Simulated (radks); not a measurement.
These are the eigenvalues of the occupied orbitals of an atom or ion with whole-number occupations (eV). All-electron calculation, scalar-relativistic Kohn-Sham, LDA (Slater exchange, VWN5 correlation), spin-polarised, spherical densities, finite nucleus; Fermi nuclear charge, rms radius of each element as measured or else 0.836 A^(1/3) + 0.57 fm. Program: a radial shooting solver on a logarithmic mesh with Libxc functionals.

orbital  eigenvalue
1s        -20840.71
2s        -3830.464
2p        -3541.889
3s        -1336.480
3p        -1243.430

Which element is it, and in what charge state? The configuration may be excited. Open shells, if any, are filled with parallel spins first.

Answer. Z = 42, molybdenum, charge +24: Mo24+ in [Ar]. The list shows which subshells hold electrons but not how many an open one holds; the 1s level, -765.88 hartree, gives Z - s = 39.1 by -(Z - s)^2/2, which with screening and relativity narrows Z to a few neighbours, and the depths of the outer levels then fix element, charge and occupations together.
